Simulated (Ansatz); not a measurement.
The cluster Ga₂Sb⁺, relaxed as a singlet with RKS r2SCAN-D4/def2-TZVP in Ansatz, starting from the GFN2-xTB geometry. Force threshold 0.02 eV/Å.

In the def2 sets Sb takes a core potential; there is no spin–orbit coupling. The restricted singlet is unstable: a solution with broken spin symmetry lies lower. An occupied level lies above an empty one. At r2SCAN-D4/def2-TZVP a triplet of charge 1 lies 1.14 eV below the restricted singlet, each at its own geometry. The structure comes from a short search, and lower isomers may exist.

Start:

```xyz
3

Ga    0.929   -2.692   -0.072
Ga   -0.281    2.807   -0.396
Sb   -0.649   -0.115    0.469
```

**Question.** Estimate the energy that the relaxation releases and the steps that it takes.

**Answer.** 5.4 kJ/mol, in 6 steps; 9.5 s on 4 threads of Arm Neoverse V2 on a shared host. The force fell under the threshold at step 5, but the optimiser went on. No frequencies were taken in this run, so the end may be a saddle point.

**Question.** Does the start keep its bonding and symmetry?

**Answer.** By distances, no bond broke or formed. The bond that changes most is Ga1–Sb3, from 3.07 to 2.97 Å (atoms count from 1). Point group C2v at the start, C2v at the end, both within 0.05 Å.

**Question.** Predict the relaxed structure.

**Answer.** 
| atom | x (Å) | y (Å) | z (Å) |
| --- | --- | --- | --- |
| Ga1 | 0.962 | -2.378 | -0.161 |
| Ga2 | -0.117 | 2.528 | -0.450 |
| Sb3 | -0.845 | -0.150 | 0.611 |
Bond lengths (bridged metal pairs left out): 2 × Ga–Sb 2.97 Å.
